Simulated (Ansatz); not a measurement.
A nudged elastic band was laid between two geometries of BF3 + H2S (7 atoms, charge 0, multiplicity 1).

Method: Ansatz 0.2.0, RKS r2SCAN/cc-pVDZ.

```json
{"movable images": "7", "climbing image": "yes", "spring": "5.0 eV/Å²", "optimiser": "quadratic models (default)", "start path": "through a guess of the saddle point", "force threshold": "0.03 eV/Å", "iteration limit": "54", "end points": "relaxed"}
```

Image 0:

```xyz
7
Properties=species:S:1:pos:R:3
B 0.046 0.267 -0.055
F -0.089 0.639 1.217
F 1.227 0.380 -0.654
F -1.044 0.021 -0.782
S 0.336 -2.445 0.652
H -0.928 -2.714 0.244
H -0.075 -2.178 1.915
```

Image 8:

```xyz
7
Properties=species:S:1:pos:R:3
B 0.118 -0.536 -0.352
F -0.194 0.068 1.945
F 1.197 0.233 -0.462
F -1.070 -0.070 -0.726
S 0.349 -2.296 0.097
H -0.970 -2.595 -0.004
H 0.042 -0.833 2.040
```

(1) Which bonds break or form, and what moves?

(2) What energy profile does the band end with?

(3) What is the geometry of the highest image?

(4) What are the harmonic wavenumbers there?

Answers

(1) Bonds broken: B1–F2, S5–H7. Bonds formed: B1–S5, F2–H7. BF3 + H2S becomes BF2HS + FH.

(2) The run converged. The highest image is number 5 of 0 to 8, 108.3 kJ/mol above the first end and 29.4 kJ/mol above the last; the last end lies 78.9 kJ/mol above the first. A vibrational analysis at the climbing image gives one clearly imaginary mode, 747i cm⁻¹: a first-order saddle point. The orbitals stay closed-shell, which can raise the energy where a bond breaks towards radicals; this wasn't checked here.

```tsv
image	path coordinate (Å)	energy (kJ/mol)	B1–F2 (Å)	S5–H7 (Å)	B1–S5 (Å)
0	0.00	0.0	1.33	1.36	2.82
1	0.34	0.6	1.34	1.36	2.76
2	0.68	6.0	1.35	1.35	2.59
3	1.02	24.9	1.37	1.36	2.36
4	1.35	70.7	1.46	1.44	2.14
5	1.69	108.3	1.64	1.68	1.99
6	1.99	93.9	1.89	1.96	1.90
7	2.29	81.8	2.19	2.20	1.85
8	2.59	78.9	2.40	2.45	1.83
```

(3) 
```xyz
7
Properties=species:S:1:pos:R:3
B 0.080 -0.330 -0.059
F -0.172 0.005 1.522
F 1.215 0.292 -0.412
F -1.065 -0.058 -0.709
S 0.350 -2.254 0.381
H -0.962 -2.563 0.233
H 0.026 -1.121 1.582
```

(4) 747i, 214, 302, 318, 383, 401, 492, 591, 712, 1011, 1025, 1089, 1386, 1609, 2690 cm⁻¹.

Time of the run: 5.9 min on 2 threads of Intel(R) Xeon(R) Platinum 8259CL CPU @ 2.50GHz (Skylake/Cascade Lake), with other jobs on the host, peak memory 0.17 GiB.
